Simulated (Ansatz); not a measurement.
Basis sets compared for (CuSH)2 ring (Cu2H2S2). The state is a singlet with charge 0. Geometry PBE0-D4/def2-SVP. Ansatz on 4 threads of Arm Neoverse V1 on a shared host; times are rough, and most runs start from earlier orbitals.

| atom | x (Å) | y (Å) | z (Å) |
| --- | --- | --- | --- |
| Cu1 | 0.984 | 0.743 | 0.113 |
| S2 | 1.044 | -1.301 | 1.188 |
| Cu3 | -0.353 | -1.007 | -0.628 |
| S4 | -0.371 | 1.018 | -1.737 |
| H5 | 0.122 | -0.996 | 2.133 |
| H6 | -1.426 | 1.542 | -1.069 |

Binding counts from free atoms (Cu doublet, S triplet, H doublet) in the same basis, without a counterpoise term.

```
           level  functions  energy (Eh)  HOMO (eV)  LUMO (eV)  binding per atom (eV)  wall time
 PBE-D4/def2-SVP        108   -4077.1780      -4.33      -2.08                   2.86      1.5 s
PBE0-D4/def2-SVP        108   -4077.2569      -5.83      -1.25                   2.73      2.1 s
```

Q: Estimate the rows for PBE-D4/def2-TZVP, PBE0-D4/def2-TZVP (with forces).

A: 
| level | functions | energy (Eh) | HOMO (eV) | LUMO (eV) | binding per atom (eV) | wall time |
| --- | --- | --- | --- | --- | --- | --- |
| PBE-D4/def2-TZVP | 176 | -4077.9641 | -4.94 | -2.45 | 2.72 | 2.2 s |
| PBE0-D4/def2-TZVP (with forces) | 176 | -4078.0183 | -6.26 | -1.55 | 2.63 | 5.5 s |
